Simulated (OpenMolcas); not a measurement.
## Computed levels of Sb+

```json
{
  "Program": "OpenMolcas 26.06",
  "Method": "CASSCF",
  "Basis": "ANO-RCC-VTZP [7s6p4d2f1g]",
  "Scalar Hamiltonian": "DKH2, point nucleus",
  "Active space": "4 electrons in 4 orbitals (5s 5p)",
  "State averaging": "2S+1 = 3 even, 6 roots (3 in the spin-orbit step); 2S+1 = 1 even, 6 roots kept (CI in the orbitals of an earlier block); 2S+1 = 5 odd, 1 root; 2S+1 = 3 odd, 9 roots kept (CI in the orbitals of an earlier block); 2S+1 = 1 odd, 8 roots kept (CI in the orbitals of an earlier block)",
  "Spin-orbit coupling": "state interaction with AMFI integrals over the reference wave functions, term energies averaged over their components"
}
```

With spin-orbit coupling, above the lowest level:

```tsv
Configuration	Term	J	E (cm-1)	Measured (cm-1)	Term weight %
5s2 5p2	3P	0	0.0	0.0	96
5s2 5p2	3P	1	2655	3055	100
5s2 5p2	3P	2	5317	5658	93
5s2 5p2	1D	2	14489	12790	93
5s2 5p2	1S	0	23546	23906	96
5s 5p3	5S*	2	39195	51723	99
5s 5p3	3D*	2	71389	66502	93
5s 5p3	3D*	1	71520	66292	95
5s 5p3	3D*	3	72232	67888	100
5s 5p3	3P*	0	82021	76858	100
5s 5p3	3P*	1	82376	77139	95
5s 5p3	3P*	2	82918	78391	91
5s 5p3	1D*	2	108599		99
5s 5p3	3S*	1	110812		87
5s 5p3	1P*	1	119448		87
```

Against the 11 measured excited levels shown (NIST Handbook of Basic Atomic Spectroscopic Data) the mean absolute deviation is 4100 cm-1; the largest miss in energy is 5s 5p3 5S* 2: computed 39195, measured 51723 cm-1 (-24.2 %).

Spin-orbit coupling puts the lowest level 4305 cm-1 below the lowest spin-free term.

For 3P the intervals divided by the larger J are 2655.1, 1331.0 cm-1. Landé's interval rule makes them equal in pure LS coupling; they differ by 66 % of their mean. The multiplet is regular.

Some high roots are left out of the spin-orbit mixing, which shifts the levels that they would mix with. Terms from blocks run as CI alone lack orbitals of their own. Terms of s pⁿ other than that of highest spin mix with s² pⁿ⁻² d, which this space lacks; all of them can be thousands of cm-1 off, and some have no real level of that name. Computed and measured levels are paired by configuration, term and J; levels that our copy of the source lacks, or whose pairing is in doubt (as where it misses far off the trend of its configuration), stay unpaired and out of the deviations. Levels of configurations outside the active space are missing. The first state left out of the spin-orbit step lies near 160000 cm-1 above the lowest spin-free state of the reference (among the parities and spins computed), and the list stops at four fifths of that energy or lower.

The term weight is that of the spin-free term in the level, not the purity of its configuration. * marks odd parity.
